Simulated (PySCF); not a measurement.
C2H9ClSi3, SMILES C[Si@@H]1C[SiH2][Si@@H]1Cl. Heavy atoms are numbered as in [CH3:1][Si@@H:2]1[CH2:3][SiH2:4][Si@@H:5]1[Cl:6]. Hydrogens are named by the atom that carries them.

Geometry optimised at r2SCAN-D4/def2-SVP. The structure was generated by enumeration; whether it is a known compound was not checked.

Calculation: PBE/def2-TZVP in PySCF.

Atomic charges (e), one atom of each kind:

```tsv
atom	Löwdin	meta-Löwdin
C1 (CH3)	-0.45	-0.58
Si2 (SiH)	0.16	?
C3 (CH2)	-0.48	-0.66
Si4 (SiH2)	0.15	?
Si5 (SiH)	-0.17	?
Cl6	0.19	?
H on C1	0.14	0.14
H on Si2	-0.02	?
H on C3	0.15	0.14
H on Si4	-0.02	-0.07
H on Si5	-0.02	-0.06
```

Task: Some entries are withheld; supply them. (An estimate is asked for; the answer gives what the named calculation found.)

Result: 
- Si2 (SiH), meta-Löwdin: 0.51
- Si4 (SiH2), meta-Löwdin: 0.32
- Si5 (SiH), meta-Löwdin: 0.27
- Cl6, meta-Löwdin: -0.28
- H on Si2, meta-Löwdin: -0.08

Computed Mayer and Wiberg (Löwdin basis) orders of the bonds:
| bond | Mayer | Wiberg |
|---|---|---|
| C1–Si2 | 1.00 | 1.22 |
| Si2–C3 | 0.95 | 1.12 |
| C3–Si4 | 0.96 | 1.16 |
| Si2–Si5 | 0.93 | 1.01 |
| Si4–Si5 | 0.93 | 1.06 |
| Si5–Cl6 | 1.11 | 1.80 |
